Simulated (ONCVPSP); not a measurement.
## Varying the ONCV potential for O (Z = 8)

Base potential:

oxygen (O), optimised norm-conserving Vanderbilt (ONCV), made with ONCVPSP 4.0.1 (PBE, scalar-relativistic). Core [He], reference 2s2 2p2 (charge +2). Waves: 2s: rc 0.75 bohr, ncon 3, nbas 6, qcut 9.9 1/bohr, 2 projectors, debl 1.7 Ha; 2p: rc 1.50 bohr, ncon 5, nbas 10, qcut 7.3 1/bohr, 2 projectors, debl 2.2 Ha; d scattering state at 0.33 Ha: rc 1.60 bohr, ncon 4, nbas 7, qcut 7.1 1/bohr, 1 projector. Local part: polynomial inside 0.65 bohr (lpopt 1, dvloc0 0 Ha). Core correction: Teter function, fcfact 4.5, rcfact 1.5.

In the s channel the program set the typed energies aside and used -2.144, 0.250 Ha.

Cutoffs, loose and tight: the cutoffs (Ha) at which the residual kinetic energy of the hardest occupied pseudo-wave falls to 1 and 0.1 mHa per electron. They do not see the model core or the augmentation charge, which bear on the density cutoff. Test errors are all-electron minus pseudo excitation energies from the reference, over the configurations 2s2 2p4; 2s2 2p3; 2s2 2p1; 2s0 2p6. A dash means not determined; rows that change the core or the reference have their own tests.

```csv
change,outcome,"cutoff, loose","cutoff, tight",bound ghosts,GHOST(+) flags above zero,largest test error (meV)
base,"generated, projector energies reset by the program",43 Ha,122 Ha,none,none,+795
"core correction Teter function, fcfact 4.5, rcfact 1","generated, projector energies reset by the program",43 Ha,122 Ha,none,none,+797
"core correction Teter function, fcfact 4.5, rcfact 1.06","generated, projector energies reset by the program",43 Ha,122 Ha,none,none,+797
"core correction Teter function, fcfact 4.5, rcfact 1.22","generated, projector energies reset by the program",43 Ha,122 Ha,none,none,+797
"core correction Teter function, fcfact 4.5, rcfact 1.3","generated, projector energies reset by the program",43 Ha,122 Ha,none,none,+797
"core correction Teter function, fcfact 4.5, rcfact 1.42","generated, projector energies reset by the program",43 Ha,122 Ha,none,none,+795
"core correction Teter function, fcfact 4.5, rcfact 1.56","generated, projector energies reset by the program",43 Ha,122 Ha,none,none,+792
"core correction Teter function, fcfact 4.5, rcfact 1.66","generated, projector energies reset by the program",43 Ha,122 Ha,none,none,+789
"core correction Teter function, fcfact 4.5, rcfact 1.82","generated, projector energies reset by the program",43 Ha,122 Ha,none,none,+781
"core correction Teter function, fcfact 4.5, rcfact 1.9","generated, projector energies reset by the program",43 Ha,122 Ha,none,none,+776
"core correction Teter function, fcfact 4.5, rcfact 2.08","generated, projector energies reset by the program",43 Ha,122 Ha,none,none,+759
```

Reading the sweep of the rcfact (base included, trends over the rows without a ghost): The loose cutoff stays near 43 Ha. The median size of the test errors (rows with all tests solved) stays near 282.7 meV.
